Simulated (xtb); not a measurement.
CHF (SMILES [CH]F), singlet, at a GFN2-xTB geometry, atoms displaced at random by about 0.1 Å a coordinate; GFN2-xTB with ALPB(dmso) run with xtb.

xtb was given this input:
```
$ xtb mol.xyz --gfn 2 --opt --alpb dmso --json

# file mol.xyz
3

C     -0.56182794     0.41378284    -0.11818222
F      0.32243295    -0.35325456    -0.18487754
H     -1.49748536    -0.25564153    -0.26235196
```

Q: Write the output that xtb gives for this input, abridged.

A: 
```
   ID    Z sym.   atoms
    1    6 C      1
    2    9 F      2
    3    1 H      3

           -------------------------------------------------
          |                Calculation Setup                |
           -------------------------------------------------

           -------------------------------------------------
          |                 G F N 2 - x T B                 |
           -------------------------------------------------

      * Solvation model:               ALPB
        Solvent                        dmso
        Parameter file                 internal GFN2-xTB/ALPB
        Dielectric constant                4.6680E+01
        Reference state                gsolv [1 M gas/solution]
        Free energy shift                  7.1947E-03 Eh       4.5147E+00 kcal/mol
        Temperature                        2.9815E+02 K
        Density                            1.1000E+00 kg/L
        Solvent mass                       7.8130E+01 g/mol
        Interaction kernel             P16
        Born radius scaling (c1)           1.7927E+00
        Born radii integrator          GBOBC
        Born offset                        0.0000E+00 a0       0.0000E+00 AA
        H-bond correction              true
        Ion screening                  false
        Surface tension                    1.0000E-05 Eh       1.5569E+01 dyn/cm
        Grid points                               230 per atom

          ...................................................
          :                      SETUP                      :
          :.................................................:
          :  # basis functions                   9          :
          :  # atomic orbitals                   9          :
          :  # shells                            5          :
          :  # electrons                        12          :
          :  max. iterations                   250          :
          :  Hamiltonian                  GFN2-xTB          :
          :  restarted?                      false          :
          :  GBSA solvation                   true          :
          :  PC potential                    false          :
          :  electronic temp.          300.0000000     K    :
          :  accuracy                    1.0000000          :
          :  -> integral cutoff          0.2500000E+02      :
          :  -> integral neglect         0.1000000E-07      :
          :  -> SCF convergence          0.1000000E-05 Eh   :
[...]
         :: total energy              -7.207091428589 Eh    ::
 * total energy  :    -7.2070914 Eh     change       -0.1563194E-11 Eh
 * total energy  :    -7.2251146 Eh     change       -0.1802312E-01 Eh
 * total energy  :    -7.2266414 Eh     change       -0.1526852E-02 Eh
 * total energy  :    -7.2268024 Eh     change       -0.1610138E-03 Eh
 * total energy  :    -7.2268112 Eh     change       -0.8741491E-05 Eh
 * total energy  :    -7.2268120 Eh     change       -0.8206315E-06 Eh
   *** GEOMETRY OPTIMIZATION CONVERGED AFTER 6 ITERATIONS ***
         :: total energy              -7.226811978301 Eh    ::
[...]
         4        2.0000           -0.5746923             -15.6382
         5        2.0000           -0.5379884             -14.6394
         6        2.0000           -0.4129789             -11.2377 (HOMO)
         7                         -0.3606783              -9.8146 (LUMO)
         8                          0.1176296               3.2009
         9                          0.1681955               4.5768
      -------------------------------------------------------------
                  HL-Gap            0.0523006 Eh            1.4232 eV
             Fermi-level           -0.3868286 Eh          -10.5261 eV

     #   Z          covCN         q      C6AA      α(0)
     1   6 C        1.705    -0.013    31.749     9.124
     2   9 F        0.785    -0.076    10.034     3.742
     3   1 H        0.921     0.089     1.891     2.151

 Mol. C6AA /au·bohr⁶  :        101.729861
 Mol. C8AA /au·bohr⁸  :       2283.816317
 Mol. α(0) /au        :         15.016205

Wiberg/Mayer (AO) data.
largest (>0.10) Wiberg bond orders for each atom

 ---------------------------------------------------------------------------
     #   Z sym  total        # sym  WBO       # sym  WBO       # sym  WBO
 ---------------------------------------------------------------------------
     1   6 C    2.339 --     2 F    1.364     3 H    0.975
     2   9 F    1.382 --     1 C    1.364
     3   1 H    0.992 --     1 C    0.975
 ---------------------------------------------------------------------------

Topologies differ in total number of bonds
Writing topology from bond orders to xtbtopo.mol

molecular dipole:
                 x           y           z       tot (Debye)
 q only:       -0.298       0.006      -0.014
   full:       -0.323      -0.450      -0.082       1.423
molecular quadrupole (traceless):
                xx          xy          yy          xz          yz          zz
 q only:        0.678       0.247      -0.371       0.213       0.003      -0.308
  q+dip:        0.911       2.038      -1.096       0.473       0.119       0.185
   full:        0.593       1.680      -1.911       0.345      -0.189       1.319

optimized geometry written to: xtbopt.xyz

           -------------------------------------------------
          | TOTAL ENERGY               -7.226811978301 Eh   |
          | GRADIENT NORM               0.000475206293 Eh/α |
          | HOMO-LUMO GAP               1.423172692260 eV   |
           -------------------------------------------------
```
